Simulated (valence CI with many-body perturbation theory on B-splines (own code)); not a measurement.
Cs31+: magnetic and hyperfine properties of the levels

Computed by configuration interaction combined with many-body perturbation theory (CI+MBPT): six valence electrons over a frozen Dirac-Fock core [Ar], radial functions for each j: 7 s, 7 p, 8 d, 6 f, 4 g, 1 h, with the one-electron correlation potential Σ1, the two-electron term Σ2, the three-electron term Σ3, Breit, model QED; selected CI, second order for the rest, scaled by the run's own slope (own B-spline code, finite nucleus).

The last digits are not significant, and no measured levels were compared; by estimate large intervals hold to a few tenths of a per cent, small ones and those within an open d or f shell to about a per cent. Core correlation moves these levels by up to 8700 cm⁻¹, and in measured spectra 5 to 20 % of such shifts remained as error; rates that hang on mixing are uncertain with them. Among the levels kept, up to 980 cm⁻¹ of a level comes from second order outside the variational space, and about a tenth of that is noise between levels of different J, which matters for small intervals. Only levels of the ground parity were solved; by the run's estimate the other parity begins above the list, which can be wrong where configurations are misplaced.

A/g_I is the dipole constant over the nuclear g factor μ/I (μ in nuclear magnetons, uniformly magnetised nucleus), B/Q the quadrupole constant per barn. Both hold the static response of the core; the bare values leave it out. Large factors of s and p1/2 electrons are usually good to 5 to 10 %; those of open d and f shells near neutrality can be off by tens of per cent, and small factors of p3/2, d and f electrons come from cancelling terms and can be off by a factor of two or in sign, in half-filled shells by more. B is blank for J = 1/2, where it vanishes, and for nearly pure S terms. Energies count from the lowest level. Levels with J = 0 are left out.

Levels are named by their leading jj configuration (3d3/2^4 stands for four electrons in 3d with j = 3/2), which in mixed levels can hold well under half, so a name can repeat and another be missing. Letters in brackets count levels of one name in rising energy.

```csv
Level,E (cm⁻¹),g,A/g_I (MHz),A/g_I bare,B/Q (MHz/b),B/Q bare
(3d3/2^4 3d5/2^2) J=4,0,1.360,10900,11400,23100,23500
(3d3/2^4 3d5/2^2) J=2,38478,1.373,10900,11500,-8550,-8680
(3d3/2^3 3d5/2^3) J=3 [a],92067,1.428,6740,7360,3800,3870
(3d3/2^3 3d5/2^3) J=1 [a],114860,1.412,9680,10300,-8250,-8390
(3d3/2^3 3d5/2^3) J=4 [a],124200,1.113,13900,14100,16400,16700
(3d3/2^3 3d5/2^3) J=5,160840,1.121,15800,16000,8830,9000
(3d3/2^3 3d5/2^3) J=6,160970,1.121,17300,17500,-17800,-18200
(3d3/2^3 3d5/2^3) J=2 [a],188810,0.923,20500,20500,-15900,-16200
(3d3/2^3 3d5/2^3) J=3 [b],192870,1.025,19700,19800,11700,11900
(3d3/2^2 3d5/2^4) J=2 [a],217490,1.334,8440,8930,-1340,-1370
(3d3/2^3 3d5/2^3) J=4 [b],247770,1.001,19400,19500,-6320,-6440
(3d3/2^3 3d5/2^3) J=1 [b],253510,0.887,17200,17100,12900,13100
(3d3/2^3 3d5/2^3) J=2 [b],258020,1.201,12600,13000,21200,21600
(3d3/2^2 3d5/2^4) J=4 [a],269270,1.097,17400,17600,538,565
(3d3/2^3 3d5/2^3) J=3 [c],281410,1.155,16700,16900,-21200,-21600
(3d3/2^2 3d5/2^4) J=5,286640,1.102,17700,17900,-14700,-15000
(3d3/2^2 3d5/2^4) J=3 [a],297510,1.128,13900,14100,-17900,-18300
(3d3/2^2 3d5/2^4) J=6,309580,1.035,19400,19500,-23200,-23600
(3d3/2^2 3d5/2^4) J=3 [b],315450,0.920,22900,22800,1680,1720
(3d3/2^2 3d5/2^4) J=1,350130,1.191,15600,15900,-2650,-2700
(3d3/2^2 3d5/2^4) J=4 [b],358420,1.050,19900,20000,498,513
(3d3/2^2 3d5/2^4) J=2 [b],358450,1.051,18800,19000,-11700,-11900
(3d3/2 3d5/2^5) J=1,397960,1.491,-1160,-457,-6580,-6700
(3d3/2^2 3d5/2^4) J=2 [c],414610,0.775,27400,27100,-8620,-8770
(3d3/2^2 3d5/2^4) J=4 [c],421120,1.167,15100,15400,-22600,-23000
(3d3/2 3d5/2^5) J=4,482300,1.025,19000,19100,-17100,-17400
(3d3/2 3d5/2^5) J=2,499540,1.300,12000,12500,-25900,-26400
(3d3/2 3d5/2^5) J=3,505990,1.063,18300,18500,-27200,-27700
(3d3/2^2 3d5/2^4) J=2 [d],543810,1.002,20200,20300,28300,28800
```

(1) Take the isotope of mass number 133, with I = 7/2, μ = 2.5778 μN and Q = -0.0034 b. What is the hyperfine structure of (3d3/2^3 3d5/2^3) J=5?

Answers

(1) From the table A = 11600 MHz, B = -30.0 MHz. Shifts from the centre of gravity in MHz: F = 3/2: -244000, F = 5/2: -215000, F = 7/2: -174000, F = 9/2: -122000, F = 11/2: -58000, F = 13/2: 17400, F = 15/2: 104000, F = 17/2: 203000.
